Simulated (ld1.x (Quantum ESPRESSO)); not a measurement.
**What one change does to a pseudopotential (Hf (Z = 72), RRKJ)**

```
Element                 : Hf (Z = 72)
Generator               : ld1.x (Quantum ESPRESSO) 7.5
Type                    : norm-conserving RRKJ (Kleinman–Bylander form)
Functional              : BP86
Relativity              : scalar-relativistic
Frozen core             : [Xe] 4f14
Valence charge          : 4
Reference configuration : 5d2 6s1.75 6p0.25
Partial waves           : 6p (bound): rc 4.20 bohr; 5d (bound): rc 2.30 bohr; 6s (bound): rc 2.30 bohr
Local potential         : the s channel
Core correction         : a·sin(br)/r model core, default radius (core density twice the valence density)
```

All-electron outer shells of the reference configuration (BP86, scalar-relativistic, ld1.x):

```tsv
shell	level (eV)	outermost node (bohr)	outermost maximum (bohr)
5p	-36.06	0.60	1.16
4f	-17.32	–	0.45
6s	-5.49	1.37	2.89
5d	-3.13	0.67	1.69
6p	-1.67	1.66	4.00
```

Change: wave 5d (bound): rc 2.30 bohr becomes 5d (bound): rc 1.74 bohr.

Cutoffs: the cutoffs (Ry, on a coarse ladder) from which the occupation-weighted sum of valence levels, in a spherical-Bessel basis at the reference potential, stays within 10 and 1 mRy of its value at 400 Ry; they do not see the model core or the augmentation charge, which bear on the density cutoff. Errors are all-electron minus pseudo energies relative to the spin-unpolarised reference configuration.

Q: How do hardness, ghosts and transferability respond?

A: The potential gets harder (21 Ry and 30 Ry → 25 Ry and 50 Ry); the errors of the 7 common tests hardly move; neither file shows a bound ghost. A smaller radius makes the pseudo-wave follow the all-electron one further in, where it bends more sharply, so more plane waves are needed.

```csv
quantity,base,changed
"cutoff, loose",21 Ry,25 Ry
"cutoff, tight",30 Ry,50 Ry
loose cutoff by channel (10 mRy a level),"p 6 Ry, d 18 Ry, s 10 Ry","p 6 Ry, d 21 Ry, s 10 Ry"
bound ghosts,none,none
"error for 5d2 6s2 6p0, meV [ΔE -0.95 eV]",0.0,0.0
"error for 5d2 6s1 6p0, meV [ΔE 7.20 eV]",-4.2,-4.4
"error for 5d2 6s0 6p0, meV [ΔE 21.56 eV]",-35,-35
"error for 5d2 6s1.5 6p0, meV [ΔE 2.39 eV]",-1.4,-1.5
"error for 5d2.5 6s1.5 6p0, meV [ΔE 0.31 eV]",-12,-12
"error for 5d3 6s1 6p0, meV [ΔE 1.66 eV]",-36,-37
"error for 5d2 6s0 6p1, meV [ΔE 11.93 eV]",-27,-27
s: phases at 4.56 bohr within 0.05 rad from the reference energy up to (Ry; the scan ends near 5),0.5,0.5
p: phases at 4.56 bohr within 0.05 rad from the reference energy up to (Ry; the scan ends near 5),1.2,1.2
d: phases at 4.56 bohr within 0.05 rad from the reference energy up to (Ry; the scan ends near 5),0.5,0.5
```
